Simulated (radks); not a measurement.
Values are calculated unless marked as measured or tabulated.
Pd3+, 43 electrons, occupied as [Kr] 4d6 5s1 (not the ground configuration). Code: a radial shooting solver on a logarithmic mesh with Libxc functionals. Model: scalar-relativistic Kohn-Sham, r2SCAN, spin-polarised, spherical densities, finite nucleus; open shells are filled with parallel spins first (spin-orbit coupling, left out, can overturn this in heavy ions); meta-GGA in the generalised Kohn-Sham scheme; Fermi nuclear charge, rms radius 4.5318 fm.

Normalised radial functions P(r) = r R(r), r in bohr:

| r | 4p up | 4d up |
|---|---|---|
| 0.001668 | 0.0018 | 0.0000 |
| 0.002528 | 0.0037 | 0.0000 |
| 0.003864 | 0.0078 | 0.0001 |
| 0.005904 | 0.0166 | 0.0002 |
| 0.00895 | 0.0341 | 0.0006 |
| 0.01368 | 0.0689 | 0.0021 |
| 0.0209 | 0.1318 | 0.0065 |
| 0.03168 | 0.2282 | 0.0189 |
| 0.04841 | 0.3443 | 0.0524 |
| 0.07397 | 0.3960 | 0.1295 |
| 0.1121 | 0.2334 | 0.2672 |
| 0.1713 | -0.2164 | 0.4359 |
| 0.2618 | -0.6030 | 0.4706 |
| 0.3969 | -0.2885 | 0.1564 |
| 0.6064 | 0.6600 | -0.4757 |
| 0.9267 | 1.1378 | -0.9393 |
| 1.405 | 0.7012 | -0.8268 |
| 2.147 | 0.1772 | -0.3920 |
| 3.28 | 0.0152 | -0.0888 |
| 4.972 | 0.0003 | -0.0072 |
| 7.598 | 0.0000 | -0.0001 |

4p up: eigenvalue -100.23 eV, 2 radial nodes at r = 0.143, 0.457 bohr, <r> = 1.02 bohr, 90 % of the charge inside 1.50 bohr. 4d up: eigenvalue -48.133 eV, 1 radial node at r = 0.446 bohr, <r> = 1.27 bohr, 90 % of the charge inside 1.94 bohr.
